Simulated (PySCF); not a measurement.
Correlation energy of N (nitrogen, neutral)

[He] 2s2 2p3, high-spin 4S determinant. Calculation: PySCF 2.14, in cc-pVTZ-DK (4s3p2d1f, 30 functions); the spin-free X2C one-electron Hamiltonian (Gaussian nucleus). Frozen: 1s2; 5 electrons correlated.

MP2 pair energies summed by pair of shells (mhartree):

```json
{"pair": "2s-2p", "energy": "-61.97", "share (%)": "64.6"}
{"pair": "2p-2p", "energy": "-23.19", "share (%)": "24.2"}
{"pair": "2s-2s", "energy": "-10.82", "share (%)": "11.3"}
```

Total MP2 correlation energy: -95.97 mhartree.

Same-spin part -29.36 and opposite-spin part -66.61 mhartree; SCS-MP2 scales them by 1/3 and 6/5 to -89.72 mhartree.

```tsv
level	correlation energy (mhartree)
CCSD	-111.79
(T)	-2.28
CCSD(T)	-114.07
```

Diagnostics: T1 = 0.0053, D1 = 0.0128, largest double amplitude 0.040.

Cost of the coupled-cluster step: 0.41 s of wall time on 1 thread of Neoverse-N1 (shared host), for 5 correlated electrons.

Iterations:

```
CC2 = 0
CCSD nocc = (np.int64(4), np.int64(1)), nmo = (29, 29)
frozen orbitals [[0], [0]]
max_cycle = 100
direct = 0
conv_tol = 1e-08
conv_tol_normt = 1e-06
diis_space = 8
diis_start_cycle = 0
Init t2, MP2 energy = -0.0959744861319441
Init E_corr(UCCSD) = -0.0959744861648493
cycle = 1  E_corr(UCCSD) = -0.10831524448348  dE = -0.0123407583  norm(t1,t2) = 0.0293733
cycle = 2  E_corr(UCCSD) = -0.110697859770368  dE = -0.00238261529  norm(t1,t2) = 0.00995706
cycle = 3  E_corr(UCCSD) = -0.111825732956154  dE = -0.00112787319  norm(t1,t2) = 0.00425299
cycle = 4  E_corr(UCCSD) = -0.111778974528984  dE = 4.67584272e-05  norm(t1,t2) = 0.000673829
cycle = 5  E_corr(UCCSD) = -0.111785637748168  dE = -6.66321918e-06  norm(t1,t2) = 0.000151185
cycle = 6  E_corr(UCCSD) = -0.111786238490361  dE = -6.00742193e-07  norm(t1,t2) = 2.31508e-05
cycle = 7  E_corr(UCCSD) = -0.111786254615798  dE = -1.61254364e-08  norm(t1,t2) = 3.86252e-06
cycle = 8  E_corr(UCCSD) = -0.111786247427965  dE = 7.18783269e-09  norm(t1,t2) = 6.2664e-07
UCCSD converged
E(UCCSD) = -54.54167270229645  E_corr = -0.111786247427965
UCCSD(T) correction = -0.00227653936706706
```
